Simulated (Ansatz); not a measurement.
```yaml
crystal:
  periodic: [false, false, false]
  atoms:
    - {symbol: O, position_ang: [-2.091127, 0.770236, -1.432681]}
    - {symbol: Ga, position_ang: [-1.201869, 1.546423, -0.050997]}
    - {symbol: C, position_ang: [1.296066, -0.574460, 0.807847]}
    - {symbol: O, position_ang: [0.439542, -0.612035, -0.032567]}
    - {symbol: H, position_ang: [-1.797768, -0.082787, -1.760136]}
    - {symbol: H, position_ang: [1.388474, 0.279147, 1.504515]}
    - {symbol: H, position_ang: [2.027983, -1.394424, 0.918218]}
basis:
  gaussian: {orbitals: ANO-RCC-VTZP, nuclear_model: gaussian}
total_charge: -1
magnetization: {spin_polarized: true, initial_magnetization: 2}
hamiltonian: {xc: {name: BHLYP}, dispersion: d4}
output: {forces: true}
```

```sh
$ ansatz run in.yaml --threads 2 --pin off --events-out ev --progress --plain --max-ram 4352MiB
```

It prints (some lines left out):

```
Error: a molecule whose nuclei and cores have a total charge of 56 cannot have a net charge of -1 together with 2 unpaired electrons
```

Something in this input is off. What?

The number of unpaired electrons doesn't fit the electron count. The program refused the input.
